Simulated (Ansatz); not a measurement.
Consider the formal exchange of groups at the Si–C bond: `[OH][SbH][CH2][SiH3]` + `CNC(C)N` → `CNC(N)[SiH3]` + `C[CH2][SbH][OH]`.

Calculated with Ansatz (gas phase, PBE0-D4/def2-TZVP geometries, no zero-point term in ΔE). CBS: MP2 limit from def2 TZ/QZ plus the TZ coupled-cluster correction, frozen cores. DFT in def2-TZVPP. Elements past krypton have def2 core potentials. For Sb outer-core shells are correlated without core-valence functions, which leaves a few kJ/mol of doubt a bond. One conformer a species, not always the lowest.

`[OH][SbH][CH2][SiH3]`:

Cartesian coordinates in Å:
```
O 0.772 -1.767 0.851
Sb 1.170 -1.234 -1.012
C 0.255 0.709 -0.852
Si -0.821 0.915 0.670
H 1.577 -1.998 1.320
H -0.271 -1.947 -1.606
H 1.045 1.464 -0.857
H -0.351 0.857 -1.750
H -1.829 -0.170 0.763
H -0.001 0.958 1.907
H -1.547 2.214 0.567
```

`CNC(C)N`:

```xyz
15

C     1.385   -1.336    0.617
N     0.204   -0.520    0.808
C    -0.241    0.166   -0.384
C    -1.649    0.695   -0.155
N     0.741    1.187   -0.696
H     2.209   -0.699    0.296
H     1.257   -2.127   -0.141
H     1.662   -1.807    1.563
H    -0.554   -1.077    1.180
H    -0.260   -0.511   -1.259
H    -1.994    1.253   -1.028
H    -2.361   -0.117    0.026
H    -1.659    1.361    0.712
H     0.521    1.640   -1.574
H     0.738    1.892    0.034
```

`CNC(N)[SiH3]`:

```xyz
15

C     1.871   -0.599   -0.309
N     0.897   -0.147    0.661
C    -0.208    0.627    0.099
N    -0.879    1.468    1.063
Si   -1.561   -0.402   -0.767
H     1.458   -1.212   -1.126
H     2.359    0.269   -0.761
H     2.642   -1.185    0.195
H     0.546   -0.930    1.201
H     0.241    1.284   -0.656
H    -0.199    2.020    1.576
H    -1.387    0.913    1.742
H    -0.958   -1.470   -1.611
H    -2.361   -1.061    0.306
H    -2.460    0.425   -1.614
```

`C[CH2][SbH][OH]`:

Z-matrix (Å, degrees):
```
C
C 1 1.519
H 1 1.093 2 111.5
H 1 1.094 2 111.2 3 119.8
H 1 1.094 2 112.0 3 -120.5
Sb 2 2.154 1 113.0 3 60.7
H 2 1.092 1 112.1 3 -58.0
H 2 1.092 1 111.4 3 -178.7
O 6 1.978 2 93.3 1 -153.9
H 6 1.721 2 91.9 1 -58.9
H 9 0.960 6 110.4 2 -143.2
```

**Question.** Is it downhill or uphill in electronic energy at CCSD(T)/CBS, and by how much? (Best estimate.)

**Answer.** Computed: Uphill: ΔE = +51.2 kJ/mol.

**Question.** What do these levels give: PBE-D4, r2SCAN, PBE0, MP2/def2-TZVPP, HF/def2-QZVPP, HF/CBS(def2)? (Best estimate.)

**Answer.** Ansatz gave: PBE-D4 41.5, r2SCAN 49.0, PBE0 46.0, MP2/def2-TZVPP 54.0, HF/def2-QZVPP 54.2, HF/CBS(def2) 54.2 kJ/mol.

Largest T1 diagnostic among the species: 0.014.

From PBE to PBE0 (25 % exact exchange), in def2-TZVPP and without D4, ΔE moves by +5.6 kJ/mol.
